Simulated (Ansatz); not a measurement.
`C=N[SiH](F)F` + `[SiH3][O][SbH2]` → `F[SiH](F)O[SiH3]` + `C=[N][SbH2]` at 700 K and 1 bar (redistribution).

Gas-phase electronic energies from Ansatz, PBE0-D4/def2-TZVP geometries. CCSD(T)/CBS is the MP2 limit (def2-TZVPP, def2-QZVPP) plus CCSD(T) − MP2 in def2-TZVPP, frozen cores. def2 core potentials past Kr. For Sb outer-core shells are correlated without core-valence functions, which leaves a few kJ/mol of doubt a bond. Each species was taken in one conformer, which may not be the lowest.

```tsv
species	CCSD(T)/CBS energy (Eh)	H − E (kJ/mol)	S (J/(mol·K))
`C=N[SiH](F)F`	-583.35600	184.6	418.1
`[SiH3][O][SbH2]`	-607.29789	176.6	448.9
`F[SiH](F)O[SiH3]`	-855.55648	195.3	488.8
`C=[N][SbH2]`	-335.12055	166.0	376.8
```

H − E and S are ideal-gas, rigid-rotor, harmonic terms from PBE0-D4/def2-TZVP, for one conformer and one mirror image of each species. 1 Eh = 2625.50 kJ/mol, R = 8.31446 J/(mol·K).

By hand: ΔE, ΔH, ΔS and ΔG.

ΔE = (-855.55648) + (-335.12055) − (-583.35600) − (-607.29789) = -0.02314 Eh = -60.8 kJ/mol. Δ(H − E) = 195.3 + 166.0 − 184.6 − 176.6 = 0.1, so ΔH = -60.7 kJ/mol. ΔS = 488.8 + 376.8 − 418.1 − 448.9 = -1.4 J/(mol·K). ΔG = -60.7 − 700 × (-1.4)/1000 = -59.7 kJ/mol.

By hand: the equilibrium constant, and the temperature at which ΔG would vanish if ΔH and ΔS stayed fixed.

log₁₀ K = −ΔG/(RT ln 10) = 4.5. ΔG = 0 at ΔH/ΔS = 43357 K, far beyond where these terms or the molecules hold.

The number of gas molecules stays the same, so ΔS is small and ΔH decides. A doubt of 5 kJ/mol in ΔE shifts log₁₀ K by 0.4 here. Other conformers and mirror images would add mixing entropy, several J/(mol·K) or more a flexible species. Modes under 60 cm⁻¹, often nearly free rotors, make the harmonic entropy too high. These are equilibria of isolated gas molecules and say nothing of rates. Largest T1 diagnostic: 0.015 (customary marks: 0.02 for closed shells, 0.045 for open ones).
